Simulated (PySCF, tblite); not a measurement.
Isomers of C5H9O2P, one GFN2-xTB conformer each. Single-point energies are computed at PBE0/pcSseg-1 (PySCF, gas phase, no added dispersion term), electronic only.

**Question.** Rank them by PBE0/pcSseg-1 energy, lowest first (kcal/mol).
A. `[CH:1]#[C:2][CH2:3][P@@:4]([CH3:5])(=[O:6])[CH2:7][OH:8]` with C2–C3–P4–C5 56°, C3–P4–C7–O8 -173°, P4–C7–O8–H 47°
B. `[O:1]=[C:2]1[CH2:3][CH2:4][PH:5](=[O:6])[CH2:7][CH2:8]1` with O1–C2–C3–C4 114°, C2–C3–C4–P5 63°, C3–C4–P5–O6 65°, C4–P5–C7–C8 59°
C. `[CH2:1]=[CH:2][P@@:3](=[O:4])([OH:5])[CH:6]1[CH2:7][CH2:8]1` with C1–C2–P3–O4 -130°, C2–P3–O5–H -125°, C2–P3–C6–C7 83°
D. `[CH2:1]=[CH:2][P@:3](=[O:4])([OH:5])[C:6](=[CH2:7])[CH3:8]` with C1–C2–P3–O4 -5°, C2–P3–O5–H 129°, C2–P3–C6–C7 89°
E. `[CH:1]#[C:2][CH2:3][P@:4](=[O:5])([OH:6])[CH2:7][CH3:8]` with C2–C3–P4–O5 -78°, C3–P4–O6–H 130°, C3–P4–C7–C8 53°
F. `[CH3:1][C:2](=[O:3])[P:4]1(=[O:5])[CH2:6][CH2:7][CH2:8]1` with C1–C2–P4–O5 -11°, C2–P4–C6–C7 -88°, P4–C6–C7–C8 -19°, C6–C7–C8–P4 19°, C2–P4–C8–C7 88°
G. `[CH:1]#[C:2][P@@:3](=[O:4])([OH:5])[CH:6]([CH3:7])[CH3:8]` with C2–P3–O5–H -112°, C2–P3–C6–C7 -56°

**Answer.** B (0.0), D (11.1), C (13.1), F (13.8), E (22.5), G (25.0), A (45.6).

As drawn, the lowest has a C=O bond, which the highest lacks; the highest has a C≡C bond and an O–H bond, which the lowest lacks. Neighbours under 2.5 kcal/mol apart (C=C[P@](=O)(O)C(=C)C and C=C[P@@](=O)(O)C1CC1; C=C[P@@](=O)(O)C1CC1 and CC(=O)P1(=O)CCC1) can change places with a better method, another conformer or zero-point energy. GFN2-xTB itself gives, in the same order: 0.0, 18.9, 15.2, 20.3, 19.9, 23.0, 48.1. Both levels put the same isomer lowest; measured from each level's own lowest isomer, the values differ by up to 7.8 kcal/mol (C=C[P@](=O)(O)C(=C)C: 18.9 against 11.1).

**Question.** Which frontier levels, dipoles and rotational constants go with these structures?

**Answer.** 
```csv
SMILES,"HOMO (eV, PBE0/pcSseg-1)",LUMO (eV),dipole (D),"A, B, C (MHz)"
O=C1CC[PH](=O)CC1,-7.43,-0.80,2.40,"3171, 1403, 1173"
C=C[P@](=O)(O)C(=C)C,-7.89,-0.99,2.34,"2260, 1433, 1280"
C=C[P@@](=O)(O)C1CC1,-7.88,-0.67,2.67,"2802, 1332, 1184"
CC(=O)P1(=O)CCC1,-7.04,-1.57,1.51,"2560, 1591, 1205"
C#CC[P@](=O)(O)CC,-7.59,0.67,2.71,"2169, 1463, 1147"
C#C[P@@](=O)(O)C(C)C,-8.14,-0.30,2.74,"2305, 1497, 1185"
C#CC[P@@](C)(=O)CO,-7.55,0.46,3.19,"2477, 1224, 1075"
```

**Question.** What happens when harmonic zero-point energies from GFN2-xTB frequencies are added?

**Answer.** 
```csv
SMILES,ZPE (kcal/mol),electronic (kcal/mol),with ZPE (kcal/mol)
O=C1CC[PH](=O)CC1,83.5,0.0,0.0
C=C[P@](=O)(O)C(=C)C,80.7,11.1,8.3
C=C[P@@](=O)(O)C1CC1,81.9,13.1,11.5
CC(=O)P1(=O)CCC1,82.7,13.8,13.0
C#CC[P@](=O)(O)CC,80.8,22.5,19.9
C#C[P@@](=O)(O)C(C)C,81.4,25.0,23.0
C#CC[P@@](C)(=O)CO,79.9,45.6,42.1
```

The zero-point energies span 3.6 kcal/mol. The order is unchanged.
